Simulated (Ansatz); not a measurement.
A structure relaxed at r2SCAN-D4/def2-SVP in Ansatz, charge 0, singlet:

Cartesian coordinates in Å:
```
Sn 1.672 1.254 -0.026
Sn -0.861 -1.584 0.688
O 1.099 -0.368 2.273
O 1.375 0.641 -1.897
O 1.167 -0.727 0.845
O -0.708 1.314 0.207
O -0.926 -0.763 -1.237
O -1.206 0.465 1.286
H 0.262 0.176 2.261
H 0.654 -0.018 -1.946
H -1.563 -1.150 -1.853
H -0.964 0.760 -0.602
```

**Question.** Give its formula.

**Answer.** the cluster Sn₂O₆H₄.

**Question.** Summarise the bond lengths by kind (pairs closer than 1.2 times the sum of covalent radii, bridged metal pairs left out).

**Answer.** 6 × O–Sn 1.99 to 2.39 Å; 2 × O–O 1.46 to 1.47 Å; 4 × H–O 0.97 to 1.01 Å.

In the def2 sets Sn takes a core potential; there is no spin–orbit coupling. The structure holds 2 bonds between oxygen atoms, so isomers without such links may lie far lower. The structure comes from a short search, and lower isomers may exist.
